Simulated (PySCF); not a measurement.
`[F][GaH2]`: 4 charge schemes on one density

Species: FGaH2.
Structure used (PBE0-D3(BJ)/def2-SVP), in Å, numbered top down from 1:
```xyz
4
FGaH2 angstrom
F     -1.1138   -1.1652    0.0021
Ga     0.1030    0.1036    0.0031
H      1.5696   -0.4262    0.0068
H     -0.4900    1.5460   -0.0041
```

Density: PBE0/pcSseg-1 (PySCF); schemes: Mulliken, IAO, Hirshfeld and ESP-fitted. Isolated species at its PBE0-D3(BJ)/def2-SVP geometry, gas phase. The calculation is non-relativistic, for gallium too.

Atoms with like bonding are taken together and averaged. At which atom do the 4 schemes differ most?

At Ga2: from +0.540 (Hirshfeld) to +0.931 e (ESP-fitted), 0.391 e apart.

For which atoms does the sign change between the 4 schemes (beyond +0.03 e in one, beyond −0.03 e in another)?

For none.

What partial charge does each atom carry?

In e; atoms taken as equivalent share a row and are averaged (×n: the atom named and its like, n in all):

```tsv
atom	environment	Mulliken	IAO	Hirshfeld	ESP-fitted
F1	fluorine bonded to Ga	-0.504	-0.541	-0.319	-0.445
Ga2	gallium bonded to F and 2 H	+0.739	+0.828	+0.540	+0.931
H3/H4	hydrogen on Ga2	-0.117	-0.143	-0.110	-0.243
```

Mean size of the charges over all atoms: ESP-fitted 0.466 e, IAO 0.414 e, Mulliken 0.369 e, Hirshfeld 0.270 e. Each set sums to the total charge, 0, to within 0.001 e. The IAO scheme projects the occupied orbitals on a minimal set of polarised atomic orbitals and counts the electrons in each atom's part of it. The Mulliken scheme gives each basis function's population to the atom it is centred on and halves the overlap population of two atoms between them.

How many electrons does the ESP-fitted scheme count on Ga2?

Z − q = 31 − (+0.931) ≈ 30.068.

Sum the charges by element, for elements with more than one atom.

```csv
element,atoms,Mulliken,IAO,Hirshfeld,ESP-fitted
H,2,-0.235,-0.286,-0.221,-0.487
```
